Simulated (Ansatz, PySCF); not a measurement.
Here is a job for Ansatz (a program for electronic structure).
Ansatz 0.2 input:
```yaml
crystal:
  periodic: [false, false, false]
  atoms:
    - {symbol: Be, position_ang: [-0.49330245, 0.64118837, -0.51611087]}
    - {symbol: C, position_ang: [1.24574494, 0.06247317, -0.90022893]}
    - {symbol: H, position_ang: [1.26363474, -1.03342580, -1.01743396]}
    - {symbol: H, position_ang: [1.91122315, 0.26905777, -0.04599114]}
    - {symbol: H, position_ang: [1.79075906, 0.44963440, -1.78247158]}
    - {symbol: C, position_ang: [-1.12804535, -0.21545763, 1.02337050]}
    - {symbol: H, position_ang: [-1.11134760, -1.30872602, 0.88284988]}
    - {symbol: H, position_ang: [-2.13882794, 0.00278119, 1.41830932]}
    - {symbol: H, position_ang: [-0.44842916, -0.02616823, 1.87033152]}
basis:
  gaussian:
    orbitals: def2-SVPD
hamiltonian:
  xc: b3lyp5
total_charge: -1
magnetization: {spin_polarized: true, initial_magnetization: 1}
accuracy: high
```

Q: Convert this to an input for PySCF.

A: One answer among several that fit: 
```python
from pyscf import gto, scf, dft

mol = gto.Mole()
mol.atom = '''
    Be   -0.49330245    0.64118837   -0.51611087
    C     1.24574494    0.06247317   -0.90022893
    H     1.26363474   -1.03342580   -1.01743396
    H     1.91122315    0.26905777   -0.04599114
    H     1.79075906    0.44963440   -1.78247158
    C    -1.12804535   -0.21545763    1.02337050
    H    -1.11134760   -1.30872602    0.88284988
    H    -2.13882794    0.00278119    1.41830932
    H    -0.44842916   -0.02616823    1.87033152
'''
mol.basis = 'def2-svpd'
mol.charge = -1
mol.spin = 1
mol.verbose = 4
mol.build()

mf = dft.UKS(mol)
mf.xc = 'b3lyp5'
mf.grids.atom_grid = (99, 590)
mf.grids.prune = None
mf.kernel()
```

Both were run: Ansatz gave -94.398130 Eh and PySCF -94.398130 Eh, 0.000 mEh apart.
